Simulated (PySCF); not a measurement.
FGeH₅OSi.
Bonds: F1–Ge2, Ge2–O3, O3–Si4. Hydrogens: H5, H6 on Ge2; H7, H8, H9 on Si4.

The calculation used PBE0-D3(BJ)/def2-SVP geometry optimisation, gas phase (PySCF 2.14.0).

Question: What internal coordinates does the optimisation give?

Answer: 
```json
{"bond": "F1–Ge2", "length (pm)": "173.9"}
{"bond": "Ge2–O3", "length (pm)": "175.6"}
{"bond": "O3–Si4", "length (pm)": "166.6"}
{"bond": "Ge2–H5, Ge2–H6", "length (pm)": "153.1"}
{"bond": "Si4–H7, Si4–H8, Si4–H9", "length (pm)": "149.3"}
```

Bonds in one row agree within 1 pm and their mean is given. A selection of angles:
```json
{"angle": "F1–Ge2–O3", "degrees": "106.2"}
{"angle": "F1–Ge2–H5", "degrees": "108.0"}
{"angle": "F1–Ge2–H6", "degrees": "106.4"}
{"angle": "O3–Ge2–H5", "degrees": "107.8"}
{"angle": "O3–Ge2–H6", "degrees": "110.2"}
{"angle": "H5–Ge2–H6", "degrees": "117.6"}
{"angle": "Ge2–O3–Si4", "degrees": "136.4"}
{"angle": "O3–Si4–H7", "degrees": "111.0"}
{"angle": "O3–Si4–H8", "degrees": "107.6"}
{"angle": "O3–Si4–H9", "degrees": "110.4"}
{"angle": "H7–Si4–H8", "degrees": "109.6"}
```

Torsions: F1–Ge2–O3–Si4 44° (synclinal). The mirror-image conformer, all signs reversed, is as good.

Si4 (oxygen-bound silicon) is tetrahedral (angles from 107.6° to 111.0°). Ge2 (germanium bonded to F, O and 2 H) is distorted tetrahedral (angles from 106.2° to 117.6°).

Point group: C1 (no symmetry element, even within 0.4 Å). Whether it is a minimum is left open (no frequencies). One conformer, not necessarily the lowest.
